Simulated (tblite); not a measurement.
Compound: C₇H₈NO (doublet state).
Numbering: `[CH:1]#[C:2][C@@H:3]1[CH2:4][CH2:5][N:6][C:7](=[O:8])[CH2:9]1` (hydrogens: H10 on C1; H11 on C3; H12, H13 on C4; H14, H15 on C5; H16, H17 on C9)

Cartesian coordinates in Å at the GFN2-xTB level; atoms count from 1:
```xyz
17
C7H8NO angstrom
C      3.0832   -0.7981    0.1308
C      1.9355   -0.5753   -0.1235
C      0.5373   -0.2936   -0.4082
C      0.2150    1.1794   -0.1576
C     -1.2612    1.3828   -0.5299
N     -2.1097    0.4296    0.0675
C     -1.8638   -0.7279    0.5370
O     -2.5784   -1.5698    1.0445
C     -0.3205   -1.1597    0.4979
H      4.0936   -0.9957    0.3323
H      0.3373   -0.5340   -1.4596
H      0.8419    1.8332   -0.7639
H      0.3756    1.4164    0.8955
H     -1.3790    1.3436   -1.6220
H     -1.5919    2.3706   -0.1888
H     -0.3200   -2.2068    0.1989
H     -0.0019   -1.0827    1.5391
```

Calculated harmonic vibrations of the isolated species, GFN2-xTB (tblite), most abundant isotopes, no scaling. Errors from tens to a few hundred cm⁻¹ against measured bands are possible. One conformer, not necessarily the lowest. Open shells enter through the occupations alone, without spin polarisation, and single modes of such species can be off by tens of per cent.

Harmonic wavenumbers (cm⁻¹): 79.6, 117.0, 124.0, 194.2, 280.6, 358.8, 386.6, 404.5, 469.5, 494.7, 545.5, 643.1, 660.5, 663.5, 733.8, 827.7, 900.4, 920.1, 965.5, 1022.2, 1029.9, 1052.0, 1096.4, 1123.3, 1176.8, 1182.5, 1213.6, 1253.1, 1282.7, 1292.7, 1316.3, 1400.3, 1434.9, 1466.5, 1472.7, 1788.5, 2285.6, 2878.5, 2916.1, 2924.8, 2983.3, 2994.1, 3004.4, 3013.7, 3395.8.

A = 3124, B = 1205, C = 905.7 MHz; mass 122.061 u (most abundant isotopes); point group C1, symmetry number 1; spin multiplicity 2.

Task: What is the zero-point energy?

Result: ½Σν̃ = 28885 cm⁻¹ = 345.54 kJ/mol.

Task: What is S at 400 K and 1 bar for an ideal gas of classical rigid rotors and harmonic oscillators?

Result: Translation 174.88, rotation 124.73, vibration 127.78, spin (R ln 2) 5.76: S = 433.2 J/(mol K).

Task: And Cp and H(400 K) − H(0)?

Result: Cp = 182.92 J/(mol K), of which vibrations give 149.66 (their classical limit is 45 R = 374.2); H(400 K) − H(0) = 41.84 kJ/mol without the zero-point energy, 28.54 from vibrations.

Task: How do the functions run with temperature in this model?

Result: 
```csv
T (K),S (J/(mol K)),Cp (J/(mol K)),H − H(0) (kJ/mol),G − H(0) (kJ/mol),ln q(vib)
100,280.0,65.1,4.67,-23.32,0.87
200,336.6,103.4,13.06,-54.26,2.67
300,386.2,144.3,25.44,-90.43,4.68
500,477.6,215.6,61.82,-176.98,8.95
800,594.9,282.3,137.47,-338.44,15.38
1000,661.1,310.6,196.92,-464.18,19.43
```

q(vib) and H(0) count from the zero-point level.

Task: What must be added to the electronic energy to get the Gibbs energy at 400 K and 1 bar?

Result: ZPE + [H(400 K) − H(0)] − T·S = 345.54 + 41.84 − 173.26 = 214.12 kJ/mol.

Task: Which modes carry the vibrational entropy at 400 K?

Result: 79.6 cm⁻¹: 18.74; 117.0 cm⁻¹: 15.57; 124.0 cm⁻¹: 15.10; 194.2 cm⁻¹: 11.46; 280.6 cm⁻¹: 8.58; 358.8 cm⁻¹: 6.75 J/(mol K); the other 39 give 51.58 together.

Hindered rotation and anharmonicity are outside this model. Other conformers, if any are populated, would add a mixing term that is left out. The structure is chiral; the term R ln 2 for an equal mix with its mirror image is left out.

On Arm Neoverse V1, one thread, no GPU, on a shared host, this took 0.73 s of wall time. The figure is for the frequency step alone.
